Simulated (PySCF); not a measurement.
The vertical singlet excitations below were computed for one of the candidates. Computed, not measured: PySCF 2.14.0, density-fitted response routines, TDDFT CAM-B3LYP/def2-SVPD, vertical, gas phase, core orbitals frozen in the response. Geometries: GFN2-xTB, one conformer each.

| state | E (eV) | f | main configurations (H = HOMO, L = LUMO) |
| --- | --- | --- | --- |
| S1 | 5.52 | 0.015 | H→L (94%) |
| S2 | 5.87 | 0.0033 | H-1→L (43%), H-2→L+1 (11%), H→L+1 (10%) |
| S3 | 6.03 | 0.0042 | H→L+1 (49%), H-1→L (19%), H-2→L+1 (16%) |
| S4 | 6.18 | 0.0022 | H-2→L (36%), H-1→L+1 (34%) |
| S5 | 6.45 | 0.015 | H-2→L+1 (44%), H→L+1 (30%) |
| S6 | 6.63 | 0.020 | H→L+2 (81%) |
| S7 | 6.81 | 0.0044 | H→L+3 (59%), H→L+5 (14%) |
| S8 | 6.94 | 0.034 | H-3→L (43%), H-4→L (10%), H→L+3 (8%) |

Orbital energies (eV): HOMO-3 -10.72, HOMO-2 -10.08, HOMO-1 -9.81, HOMO -8.84, LUMO -0.14, LUMO+1 0.34, LUMO+2 0.74.

Question: Which candidate is it? All have the formula C4H8N2Si2.
A. `C[Si](C#N)(C#N)C[SiH3]`
B. `C[SiH2]C([SiH3])(C#N)C#N`
C. `C#C[Si@]([SiH3])(C#N)NC`
D. `[H]/N=C\C(C#N)=C\[SiH2][SiH3]`
E. `C=N[SiH2][SiH2]/C=C/C#N`

Answer: C. Its S1 lies at 5.52 eV; the nearest of the others has S1 at 4.36 eV. S1 is HOMO→LUMO (94%). Löwdin shares by element: HOMO nitrogen 57% or more, carbon 12% or more, silicon 6% or more, hydrogen 6% or more (atoms not listed hold the other 18%); LUMO silicon 37%, carbon 23% or more (atoms not listed hold the other 40%). At the same level the other candidates give, for their lowest levels:
- `C=N[SiH2][SiH2]/C=C/C#N`: 3.97 eV (f 0.001); 5.26 eV (f 0.005); 5.70 eV (f 0.449); 6.15 eV (f 0.027); 6.20 eV (f 0.017); T1 3.38 eV; HOMO -8.67, LUMO -0.85 eV
- `C[Si](C#N)(C#N)C[SiH3]`: 7.08 eV (f 0.004); 7.14 eV (f 0.000); 7.42 eV (f 0.018); 7.42 eV (f 0.001); 7.44 eV (f 0.008); T1 5.94 eV; HOMO -10.88, LUMO -0.07 eV
- `[H]/N=C\C(C#N)=C\[SiH2][SiH3]`: 4.36 eV (f 0.005); 5.27 eV (f 0.475); 6.07 eV (f 0.029); 6.42 eV (f 0.019); 6.51 eV (f 0.017); T1 3.14 eV; HOMO -9.39, LUMO -1.60 eV
- `C[SiH2]C([SiH3])(C#N)C#N`: 6.87 eV (f 0.017); 7.47 eV (f 0.021); 7.57 eV (f 0.008); 7.65 eV (f 0.021); 7.78 eV (f 0.015); T1 6.20 eV; HOMO -10.12, LUMO 0.34 eV

The values belong to the conformer `[CH:1]#[C:2][Si@:3]([SiH3:4])([C:5]#[N:6])[NH:7][CH3:8]`: C2–Si3–N7–C8 60°.
Triplets come from the Tamm–Dancoff approximation.
